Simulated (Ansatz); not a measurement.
Computed with Ansatz on PBE0-D4/def2-TZVP structures; ΔE is electronic, products minus reactants. CCSD(T)/CBS is the MP2 limit (def2-TZVPP, def2-QZVPP) plus CCSD(T) − MP2 in def2-TZVPP, frozen cores. This one scheme is used for every species. DFT in def2-TZVPP. B3LYP here is the variant with VWN-RPA as its local correlation; programs differ in this. Each species was taken in one conformer, which may not be the lowest.

`CCBCF` + `N[SiH3]` → `CCBN[SiH3]` + `CF`  (ligand exchange at a B–C bond)

```tsv
level	ΔE (kJ/mol)	difference from CCSD(T)/CBS
B3LYP-D4	-129.3	1.4
ωB97X-V	-124.2	6.5
ωB97M-V	-125.2	5.5
B2PLYP	-130.0	0.7
r2SCAN	-123.5	7.2
B3LYP	-125.9	4.8
HF/def2-TZVPP	-129.2	1.5
SCS-MP2/def2-TZVPP	-135.3	-4.6
CCSD/def2-TZVPP	-131.7	-1.0
CCSD(T)/def2-TZVPP	-133.5	-2.8
HF/def2-QZVPP	-129.4	1.3
MP2/def2-QZVPP	-134.2	-3.5
SCS-MP2/def2-QZVPP	-133.9	-3.2
HF/CBS(def2)	-129.4	1.3
MP2/CBS(def2)	-132.9	-2.2
CCSD/CBS(def2)	-129.0	1.7
CCSD(T)/CBS	-130.7	0
```

Largest T1 diagnostic among the species: 0.011.

In def2-TZVPP, CCSD(T) changes the Hartree–Fock value by −4.3 kJ/mol (the triples alone add −1.7 kJ/mol) and MP2 by −6.5 kJ/mol. The D4 term adds −3.4 kJ/mol with B3LYP and −2.1 kJ/mol with PBE0; it sums over pairs of atoms, weighted by their polarisabilities, and B3LYP, whose exchange is more repulsive, gets the larger term.

CCSD(T)/CBS has its own doubt, a few kJ/mol and more with outer-core shells, so smaller differences from it don't rank the levels.
